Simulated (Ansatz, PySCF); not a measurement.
Reaction (SMILES): [Ge]=[Se] + 3 [H][H] (H2) → [GeH4] (GeH4) + [SeH2] (H2Se)
Each molecule is optimised on its own at B3LYP-D3(BJ)/def2-TZVP (Ansatz, an electronic-structure program). Frequencies are from Ansatz or PySCF. High T1 diagnostic, so coupled cluster is less sure: [Ge]=[Se].
Geometry of the first species:
SMILES: [Se]=[Ge]
```xyz
2

Ge     0.0000     0.0000    -1.1111
Se     0.0000     0.0000     1.0458
```

Property: energy of full hydrogenation (enthalpy at 298 K, with B3LYP-D3(BJ) rigid-rotor harmonic-oscillator terms), in kcal/mol. Correlated levels leave the core frozen unless marked. Spin-orbit coupling is left out. The frozen core is the preceding noble-gas configuration, with the filled d and f shells of earlier blocks. Non-relativistic. Basis-set limits of correlation are two-point, X^-3; Hartree-Fock from the larger set.

```tsv
level	program	energy of full hydrogenation (kcal/mol)
HF/def2-TZVPPD	Ansatz	-16.9
TPSS-D3(BJ)/def2-TZVPD	PySCF + dftd3	-5.5
BHLYP-D4/def2-TZVPD	Ansatz + dftd4	-12.5
MP2/def2-SVPD	Ansatz	-10.1
```

Q: Estimate the value at CCSD(T)/CBS(def2-TZVPPD,def2-QZVPPD) as computed with Ansatz.

A: -7.2 kcal/mol
